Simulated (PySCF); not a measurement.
Coordinates in bohr (charge 1 multiplicity 1):
```
Sb    0.0000    0.0000    0.0000
Cl    0.0000    0.0000    4.4395
Cl    0.0000    0.0000   -4.4395
```

All numbers come from PBE0/[Sb def2-TZVP with ECP28, Cl def2-TZVP], scalar-relativistic core potentials, density fitting, no spin–orbit coupling, PySCF.

This geometry of [SbCl2]+ is a stationary point at this level.

(1) What is the point group?

(2) Is it a minimum?

(3) List the harmonic modes with their infrared intensities.

(4) What are the dipole moment and the gap between the highest occupied and lowest empty levels?

(5) Give the atomic charges and bond orders.

## Answers

(1) D∞h.

(2) No: it has 2 imaginary modes (one degenerate set), at 177i cm⁻¹ (πu).

(3) 
| symmetry | ω (cm⁻¹) | IR (km/mol, summed over degenerate members) |
| --- | --- | --- |
| πu | 177i | – |
| σg+ | 361 | 0.0 |
| σu+ | 370 | 183 |

(4) 0.00 D about the centre of mass and 3.09 eV.

(5) 
| atom | Mulliken | Löwdin | polar tensor | Mayer order to Sb1 |
| --- | --- | --- | --- | --- |
| Sb1 | 1.16 | 0.67 | 1.72 | – |
| Cl2,3 | -0.08 | 0.16 | -0.36 | 1.40 |

Only a few start shapes were tried, so a lower isomer may exist. At this level a singlet minimum of C2v symmetry lies 191 kJ/mol below this structure.
